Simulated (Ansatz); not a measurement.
BrHOSi (`O[Si]Br`), 4 atoms. Total charge 0; spin multiplicity 1. Correlated methods include outer-core shells of Br, which these sets cover unevenly. Scalar relativity is left out up to krypton. All runs use 2 threads of a server CPU on a shared host. Correlated methods freeze the cores. Open-shell runs search over several starts.

(1) How many basis functions does each run have, and how long does it take in Ansatz? UHF-MP2/def2-QZVPP energy of the cation; RHF-MP2/def2-QZVPP energy; RKS BHLYP-D4/def2-TZVPP energy; UKS PBE-D4/def2-TZVPP energy of the cation; RKS ωB97X-V/def2-TZVPP energy; RHF-CCSD(T)/def2-SVP energy; UKS ωB97M-V/def2-TZVPP energy of the cation; UKS B3LYP-D4/def2-TZVPP energy of the cation; RKS PBE0-D4/def2-SVP energy; RKS B97M-V/def2-TZVPP energy; RHF-CCSD(T)/def2-TZVPP energy; RKS ωB97M-V/def2-SVP energy. (An estimate is asked.)

## Answers

(1) Ansatz gave: Other jobs shared the machine, so times are rough.

```
                  level                   job  functions  wall time  peak host memory (GiB)
   RKS PBE0-D4/def2-SVP                energy         69      4.7 s                    0.14
RKS BHLYP-D4/def2-TZVPP                energy        135      7.5 s                     0.3
   RHF-CCSD(T)/def2-SVP                energy         69      7.5 s                    0.17
  UKS PBE-D4/def2-TZVPP  energy of the cation        135       14 s                     0.2
   RKS ωB97M-V/def2-SVP                energy         69       14 s                    0.19
 RKS ωB97X-V/def2-TZVPP                energy        135       21 s                    0.33
  RKS B97M-V/def2-TZVPP                energy        135       22 s                    0.21
UKS B3LYP-D4/def2-TZVPP  energy of the cation        135       24 s                    0.36
     RHF-MP2/def2-QZVPP                energy        246       44 s                    0.68
 UKS ωB97M-V/def2-TZVPP  energy of the cation        135       70 s                     0.5
 RHF-CCSD(T)/def2-TZVPP                energy        135       70 s                    0.72
     UHF-MP2/def2-QZVPP  energy of the cation        246      3 min                    0.77
```

B3LYP here is the variant with VWN-RPA as its local correlation; programs differ in this.
